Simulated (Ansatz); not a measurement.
Start from `CC(C)[CH2][Ge]([Cl])([Cl])[Cl]` and change one atom or group to get `[CH3][Ge]([Cl])([Cl])[Cl]`.

Ansatz, PBE0-D4/def2-TZVP geometries, multiplicity 1. Each molecule was computed in one conformer, which needn't be the lowest.

Scalar relativity is left out up to krypton.

```
                                        property  `CC(C)[CH2][Ge]([Cl])([Cl])[Cl]`
           HOMO energy (ωB97M-V/def2-TZVPP) / eV                            -10.91
             HOMO energy (B3LYP/def2-TZVPP) / eV                             -8.54
  size of the dipole moment (PBE/def2-TZVPP) / D                              3.12
size of the dipole moment (B3LYP/def2-TZVPP) / D                              3.17
             LUMO energy (B3LYP/def2-TZVPP) / eV                             -1.31
           LUMO energy (ωB97M-V/def2-TZVPP) / eV                              1.04
```

Problem. What does the change do to each property? (An estimate is asked.)

Solution. Computed: 
| property | `[CH3][Ge]([Cl])([Cl])[Cl]` | shift |
| --- | --- | --- |
| HOMO energy (ωB97M-V/def2-TZVPP) / eV | -11.41 | -0.50 |
| HOMO energy (B3LYP/def2-TZVPP) / eV | -8.86 | -0.32 |
| size of the dipole moment (PBE/def2-TZVPP) / D | 2.59 | -0.53 |
| size of the dipole moment (B3LYP/def2-TZVPP) / D | 2.64 | -0.53 |
| LUMO energy (B3LYP/def2-TZVPP) / eV | -1.41 | -0.10 |
| LUMO energy (ωB97M-V/def2-TZVPP) / eV | 0.97 | -0.07 |

With PBE0 the HOMO falls by 0.40 eV and the LUMO falls by 0.09 eV, so the gap widens by about 0.31 eV. PBE moves the HOMO by -0.22 eV and ωB97M-V by -0.50 eV. Dipoles are sizes alone; their direction can turn.

Positive LUMOs are unbound, so they and the gaps depend on the basis.

B3LYP here is the variant with VWN-RPA as its local correlation; programs differ in this.
